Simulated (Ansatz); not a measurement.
`O[SiH](O)[SiH2]F`. Charge 0, multiplicity 1. The structure was optimised at the PBE0-D4/def2-TZVP level. It is one conformer, not always the lowest.

```xyz
10

O     1.595   -1.006   -0.341
Si    0.062   -0.704    0.159
O    -1.020   -1.392   -0.876
Si   -0.068    1.640    0.111
F    -1.533    2.077    0.616
H     1.872   -1.917   -0.451
H    -0.197   -1.276    1.516
H    -1.752   -1.875   -0.492
H     0.923    2.275    1.019
H     0.119    2.178   -1.262
```

(1) What is the dipole moment at B3LYP/def2-TZVPP? (An estimate is asked.)

(2) And with PBE, r2SCAN, ωB97M-V? (An estimate is asked.)

(3) Give the Mulliken charges with B3LYP, ωB97M-V, r2SCAN in def2-TZVPP. (Estimate.)

Results:

(1) The calculation gave: 2.55 D, with components (0.29, -2.49, 0.47) D in this frame, pointing from negative to positive charge.

(2) Ansatz gave: PBE 2.50 D, r2SCAN 2.54 D, ωB97M-V 2.57 D.

(3) Ansatz gave: 
```csv
atom,B3LYP,ωB97M-V,r2SCAN
O1,-0.39,-0.37,-0.41
Si2,0.55,0.49,0.57
O3,-0.39,-0.37,-0.41
Si4,0.47,0.39,0.48
F5,-0.34,-0.33,-0.34
H6,0.18,0.18,0.20
H7,-0.12,-0.08,-0.13
H8,0.19,0.18,0.21
H9,-0.09,-0.05,-0.09
H10,-0.08,-0.04,-0.08
```

B3LYP here is the variant with VWN-RPA as its local correlation; programs differ in this.
